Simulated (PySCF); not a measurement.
**Correlation energy of C⁺ (carbon, charge +1)**

[He] 2s2 3s1, 2S determinant (an excited configuration). Calculation: PySCF 2.14, in x2c-TZVPPall with one added diffuse shell each of s, p, d type (6s4p3d1f, 40 functions); scalar relativity by spin-free X2C-1e. Frozen: 1s2; 3 electrons correlated.

MP2 pair energies summed by pair of shells (mhartree):

```json
{"pair": "2s-2s", "energy": "-41.95", "share (%)": "81.4"}
{"pair": "2s-3s", "energy": "-9.61", "share (%)": "18.6"}
```

Total MP2 correlation energy: -51.57 mhartree.

Same-spin part -3.09 and opposite-spin part -48.48 mhartree; SCS-MP2 scales them by 1/3 and 6/5 to -59.20 mhartree.
